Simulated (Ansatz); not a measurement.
## A basis-limit estimate, worked out

An elementary step of SiNH5SF2, singlet (SiH₂SF₂ ([F][SiH]([F])[SH]) + NH₃ → SiNH₃F₂ ([NH2][SiH]([F])[F]) + H₂S; Si–S, H–N broken or loosened, Si–N, S–H formed or tightened). “Start” and “end” are the PBE0-D4/def2-TZVP structures reached by relaxing down either side of its saddle point, with the molecules still in contact.

Ansatz 0.2.0; basis: def2-TZVPP and def2-QZVPP; cores frozen in the correlated methods.

Energies in eV:

| quantity | end | start |
| --- | --- | --- |
| Hartree–Fock, triple zeta (X = 3) | -25661.07319 | -25660.61150 |
| Hartree–Fock, quadruple zeta (X = 4) | -25661.99618 | -25661.51166 |
| MP2 correlation, X = 3 | -27.95314 | -28.32608 |
| MP2 correlation, X = 4 | -30.43300 | -30.84021 |
| CCSD(T) correlation, X = 3 | -29.96448 | -30.30847 |

Work out the step energy at the basis limit: extrapolate Hartree–Fock as E(X) = E∞ + A exp(−7.88 √X) and the MP2 correlation as E(X) = E∞ + B X^−2.97 (the exponents that Neese and Valeev fitted for def2-TZVPP and QZVPP), then add CCSD(T) − MP2 in triple zeta.

Each step is linear, so take the differences first (end − start): Hartree–Fock -0.46169 (X = 3) and -0.48452 (X = 4); MP2 correlation 0.37294 and 0.40721; CCSD(T) correlation 0.34399.
Two points give E∞ = E(4) + w [E(4) − E(3)], with w = 1/(exp(7.88 (2 − √3)) − 1) = 0.1377 for Hartree–Fock and w = 1/((4/3)^2.97 − 1) = 0.7407 for the correlation.
Hartree–Fock: -0.48452 + 0.1377 × (-0.02283) = -0.4877 eV.
MP2 correlation: 0.40721 + 0.7407 × 0.03427 = 0.4326 eV.
CCSD(T) − MP2: 0.34399 − 0.37294 = -0.0289 eV.
Sum: -0.4877 + 0.4326 + (-0.0289) = -0.0840 eV, or -1.94 kcal/mol. Plain CCSD(T) in triple zeta gives -0.1177 eV, so the larger basis shifts the result by 0.0337 eV.

The T1 diagnostic stays at or below 0.012.

Labels in which every atom is bracketed show which atoms are joined, not bond orders.

For scale, one of the runs: CCSD(T)/def2-TZVPP, 247 basis functions, launched by `ansatz run in.yaml --threads 8 --pin off --events-out ev --progress --plain --max-ram 19148MiB`. The run took 30 s on 8 CPU threads of an Intel Xeon 6975P-C (shared host), with 5.7 GiB of host memory at its peak.
